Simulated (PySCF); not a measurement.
FGeH5Si, SMILES F[SiH2][GeH3]. Heavy atoms are numbered as in [SiH2:1]([F:2])[GeH3:3]. Hydrogens are named by the atom that carries them.

Coordinates come from a B3LYP-D3(BJ)/def2-SVP optimisation. This is a generated structure with no PubChem entry under its InChIKey; it may be hypothetical.

These are PySCF with B3LYP/pcSseg-1 values and carry that method's errors.

GIAO shieldings, no solvent; atoms alike by connectivity are averaged. δ = σ(ref) − σ: ²⁹Si against TMS (σ = 338.7 ppm); ¹⁹F against CFCl3 (σ = 161.7 ppm); ⁷³Ge against GeH4 (σ = 1631.8 ppm); ¹H against TMS (σ = 31.68 ppm), references at their B3LYP-D3(BJ)/def2-TZVP geometries, non-relativistic.

Computed chemical shifts:
```tsv
nucleus	atoms	count	δ (ppm)
²⁹Si	Si1 (SiH2)	1	13.3
¹⁹F	F2	1	-255.8
⁷³Ge	Ge3 (GeH3)	1	-14.0
¹H	H on Si1	2	5.96
¹H	H on Ge3	3	3.86
```
